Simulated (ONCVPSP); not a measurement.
# What one change does to a pseudopotential (Ge (Z = 32), ONCV)

ONCVPSP 4.0.1 input, shortened (lines: element, Z, core and valence counts, functional; n l f; lmax; l rc ep ncon nbas qcut; lloc lpopt rc5 dvloc0; l nproj debl; icmod fcfact rcfact), Wu-Cohen, scalar-relativistic:

```
  Ge 32.00    5    3  -118130      upf
    1    0    2.00
    2    0    2.00
    2    1    6.00
    3    0    2.00
    3    1    6.00
    3    2   10.00
    4    0    1.50
    4    1    2.50
    2
    0    1.50    0.00    4    9    5.40
    1    1.55    0.00    3    7    5.60
    2    0.80    0.00    4    9   17.70
    4    5    0.75    4.00
    0    1    1.00
    1    2    0.50
    2    2    2.10
    0    0.00    0.00
```

All-electron outer shells of the reference configuration (Wu-Cohen, scalar-relativistic, ld1.x):

| shell | level (eV) | outermost node (bohr) | outermost maximum (bohr) |
| --- | --- | --- | --- |
| 3s | -169.11 | 0.26 | 0.54 |
| 3p | -116.40 | 0.23 | 0.54 |
| 3d | -30.19 | – | 0.50 |
| 4s | -12.26 | 0.77 | 1.73 |
| 4p | -4.25 | 0.82 | 2.19 |

Change: d: nproj 0; local potential the d channel.

Cutoffs: the cutoffs (Ha) at which the residual kinetic energy of the hardest occupied pseudo-wave falls to 1 and 0.1 mHa per electron; they do not see the model core or the augmentation charge, which bear on the density cutoff. Errors are all-electron minus pseudo energies relative to the spin-unpolarised reference configuration.

Problem. How do hardness, ghosts and transferability respond?

Solution. The potential gets neither clearly harder nor softer (136 Ha and 152 Ha → 136 Ha and 152 Ha); the bound ghosts move from s to p, s; the number of tests with a reliable result goes from 4 to 3; of the 3 tests that both files solve, the error grows in 0 and shrinks in 1 by more than 15 % and 0.3 meV (median size 2.3 → 1.7 meV); the range in which the s phases agree narrows (upper end 2.5 → 0.5); the range in which the p phases agree widens (upper end 1.5 → 4.3). In the separable form a ghost depends on how the local part lies against the semilocal potential of the channel, so the choice of the local part can create or remove one.

```csv
quantity,base,changed
"cutoff, loose",136 Ha,136 Ha
"cutoff, tight",152 Ha,152 Ha
bound ghosts,s,"s, p"
GHOST(+) flags under 300 eV,p at 45.2 eV,s at 36.8 eV
tests with a reliable result,4 of 4,3 of 4
"error for 3d10 4s2 4p2, meV [ΔE -3.97 eV]",0.0,+0.2
"error for 3d10 4s2 4p1, meV [ΔE 3.49 eV]",-2.6,-2.5
"error for 3d10 4s1 4p2, meV [ΔE 12.25 eV]",-2.3,-1.7
s: phases at 1.52 bohr within 0.05 rad from the reference energy up to (Ha; the scan ends near 5),2.5,0.5
p: phases at 1.58 bohr within 0.05 rad from the reference energy up to (Ha; the scan ends near 5),1.5,4.3
d: phases at 0.81 bohr within 0.05 rad from the reference energy up to (Ha; the scan ends near 5),to the end of the scan,to the end of the scan
```

 A true bound ghost makes a file unfit for plane-wave use even where its test errors are small: the radial tests pick states by their node count and pass the ghost by.
